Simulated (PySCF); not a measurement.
**Rh (rhodium, neutral): PBE0 calculation**

Configuration: [Kr] 4d8 5s1, high-spin 4F determinant. Computed with PySCF 2.14 in x2c-TZVPall (8s6p6d1f, 63 functions), with scalar relativity by spin-free X2C-1e.

```json
{
 "Total energy": "-4783.27 hartree",
 "One-electron energy": "-6595.07 hartree",
 "Hartree (Coulomb) energy": "1951.46 hartree",
 "Exchange-correlation energy": "-139.67 hartree",
 "⟨S²⟩": "3.7507",
 "⟨L²⟩": "12.016",
 "Sum of ⟨r⟩": "32.27 bohr",
 "Sum of ⟨r²⟩": "50.57 bohr²",
 "Langevin diamagnetic susceptibility": "-40.1 ×10⁻⁶ cm³/mol",
 "Time after the integrals": "2.6 s of wall time on 1 thread of Neoverse-N1 (shared host)"
}
```

```json
{"shell": "1s α", "electrons": "1", "mean orbital energy (eV)": "-23086.9", "spread (eV)": "0", "rms radius, mean of both spins (bohr)": "0.0374"}
{"shell": "1s β", "electrons": "1", "mean orbital energy (eV)": "-23086.9", "spread (eV)": "0", "rms radius, mean of both spins (bohr)": "0.0374"}
{"shell": "2s α", "electrons": "1", "mean orbital energy (eV)": "-3368.5", "spread (eV)": "0", "rms radius, mean of both spins (bohr)": "0.154"}
{"shell": "2s β", "electrons": "1", "mean orbital energy (eV)": "-3368.2", "spread (eV)": "0", "rms radius, mean of both spins (bohr)": "0.154"}
{"shell": "2p α", "electrons": "3", "mean orbital energy (eV)": "-3018.6", "spread (eV)": "0", "rms radius, mean of both spins (bohr)": "0.137"}
{"shell": "2p β", "electrons": "3", "mean orbital energy (eV)": "-3018.3", "spread (eV)": "0", "rms radius, mean of both spins (bohr)": "0.137"}
{"shell": "3s α", "electrons": "1", "mean orbital energy (eV)": "-610.90", "spread (eV)": "0", "rms radius, mean of both spins (bohr)": "0.417"}
{"shell": "3s β", "electrons": "1", "mean orbital energy (eV)": "-610.69", "spread (eV)": "0", "rms radius, mean of both spins (bohr)": "0.417"}
{"shell": "3p α", "electrons": "3", "mean orbital energy (eV)": "-494.93", "spread (eV)": "0", "rms radius, mean of both spins (bohr)": "0.420"}
{"shell": "3p β", "electrons": "3", "mean orbital energy (eV)": "-494.71", "spread (eV)": "0", "rms radius, mean of both spins (bohr)": "0.420"}
{"shell": "3d α", "electrons": "5", "mean orbital energy (eV)": "-309.01", "spread (eV)": "0.281", "rms radius, mean of both spins (bohr)": "0.404"}
{"shell": "3d β", "electrons": "5", "mean orbital energy (eV)": "-308.62", "spread (eV)": "0.280", "rms radius, mean of both spins (bohr)": "0.404"}
{"shell": "4s α", "electrons": "1", "mean orbital energy (eV)": "-88.004", "spread (eV)": "0", "rms radius, mean of both spins (bohr)": "1.05"}
{"shell": "4s β", "electrons": "1", "mean orbital energy (eV)": "-86.153", "spread (eV)": "0", "rms radius, mean of both spins (bohr)": "1.05"}
{"shell": "4p α", "electrons": "3", "mean orbital energy (eV)": "-54.809", "spread (eV)": "0", "rms radius, mean of both spins (bohr)": "1.16"}
{"shell": "4p β", "electrons": "3", "mean orbital energy (eV)": "-52.695", "spread (eV)": "0", "rms radius, mean of both spins (bohr)": "1.16"}
{"shell": "4d α", "electrons": "5", "mean orbital energy (eV)": "-8.123", "spread (eV)": "0.860", "rms radius, mean of both spins (bohr)": "1.76"}
{"shell": "4d β", "electrons": "3", "mean orbital energy (eV)": "-6.738", "spread (eV)": "0", "rms radius, mean of both spins (bohr)": "1.76"}
{"shell": "5s α", "electrons": "1", "mean orbital energy (eV)": "-5.304", "spread (eV)": "0", "rms radius, mean of both spins (bohr)": "3.51"}
```

Densities and radii are taken from the X2C orbitals without a picture-change correction, which distorts them close to the nucleus.
